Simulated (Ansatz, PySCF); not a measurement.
Reaction (SMILES): C[Si](C)(C)N + 3 [SiH4] (SiH4) -> 3 C[SiH3] + N[SiH3]
Geometries: B3LYP-D3(BJ)/def2-TZVP minima from Ansatz (a program for electronic structure), one conformer each, not searched for the lowest. Frequencies are from Ansatz or PySCF.

Wanted: bond separation energy (enthalpy at 298 K, with B3LYP-D3(BJ) rigid-rotor harmonic-oscillator terms), in eV. Cores are frozen in the correlated levels unless marked. Spin-orbit coupling is left out. Non-relativistic. Basis-set limits of correlation are two-point, X^-3; Hartree-Fock from the larger set. [CCSD(T)-MP2]/basis is that difference in the basis named.

| level | program | bond separation energy (eV) |
|---|---|---|
| HF/cc-pwCVTZ | Ansatz | 0.11 |
| revPBE-D3(BJ)/def2-TZVPD | Ansatz + dftd3 | 0.23 |
| r2SCAN-D3(BJ)/def2-TZVPD | Ansatz + dftd3 | 0.23 |
| HSE06-D3(BJ)/def2-TZVPD | Ansatz + dftd3 | 0.21 |
| LC-wPBE-D3(BJ)/def2-TZVPD | Ansatz + dftd3 | 0.23 |
| PBE-QIDH/def2-TZVPD | Ansatz | 0.20 |
| RPA@PBE/cc-pV(T+d)Z | Ansatz | 0.23 |

Task: Predict the RI-MP2/CBS(cc-pV(T+d)Z,cc-pV(Q+d)Z)+[CCSD(T)-MP2]/cc-pV(T+d)Z result (Ansatz).

Result: 0.24 eV
